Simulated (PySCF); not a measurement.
Trends in electronic spectra. Level of theory: TDDFT CAM-B3LYP/def2-SVPD, vertical, gas phase, core orbitals frozen in the response (PySCF). Geometries: GFN2-xTB; one conformer of each isolated species. Triplets are in the Tamm–Dancoff approximation. Ions are computed without counter-ions or solvent.

Question: Rank by computed S1–T1 gap, lowest first.
A. `C=P[C@H](C)CC`
B. `NC(=O)C=C=C=C`
C. `P(/[H])=C(\C)C(C)C`
D. `C=CC1=NN=CO1`
E. `C=CC[Si@@H](F)[PH3+]`

Answer: B (1.19 eV), E (1.38 eV), A (1.61 eV), D (1.88 eV), C (2.11 eV).

```csv
SMILES,S1−T1 (eV),S1 (eV),T1 (eV),S1 mainly,T1 mainly,f(S1)
C=C=C=CC(N)=O,1.19,3.74,2.55,H-1→L (82%),H→L (96%),0.000
C=CC[Si@@H](F)[PH3+],1.38,5.64,4.26,H→L (98%),H→L+3 (41%),0.013
C=P[C@H](C)CC,1.61,4.50,2.89,H-1→L (74%),H→L (75%),0.007
C=Cc1nnco1,1.88,5.24,3.37,H-1→L (93%),H→L (91%),0.000
[H]/P=C(/C)C(C)C,2.11,4.82,2.71,H-1→L (97%),H→L (97%),0.007
```

H and L stand for HOMO and LUMO. For `C=C=C=CC(N)=O`, `C=CC[Si@@H](F)[PH3+]`, `C=P[C@H](C)CC`, `C=Cc1nnco1` and `[H]/P=C(/C)C(C)C` the leading configurations of S1 and T1 differ. Singlets come from full response and triplets from the Tamm–Dancoff approximation.
